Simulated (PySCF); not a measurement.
**How methods differ on the ionisation energy of Fe**

Fe [Ar] 3d6 4s2 (5D) → Fe⁺ [Ar] 3d6 4s1 (6D), as a difference of total energies. Computed with PySCF 2.14 in x2c-TZVPall (6s5p4d1f, 48 functions), with the spin-free X2C one-electron Hamiltonian (Gaussian nucleus). Correlated levels: valence: [Ar] frozen. The calculations carry no spin-orbit coupling.

```json
{"method": "UHF", "ionisation energy (eV)": "6.438"}
{"method": "M06-2X", "ionisation energy (eV)": "8.313"}
{"method": "PBE", "ionisation energy (eV)": "7.861"}
{"method": "MP2 (valence)", "ionisation energy (eV)": "7.345"}
{"method": "SCS-MP2 (valence)", "ionisation energy (eV)": "7.501"}
```

Q: How much does correlation contribute at MP2 (valence)?

A: 7.345 − (6.438) = 0.907 eV, measured against UHF.

Errors of the correlated levels include the incompleteness of this basis and the frozen core.

MP2 underrates the near-degeneracy of ns² with np² in the lower species.

For comparison: 7.904 eV (measured; NIST levels, between the centres of gravity of the two terms).
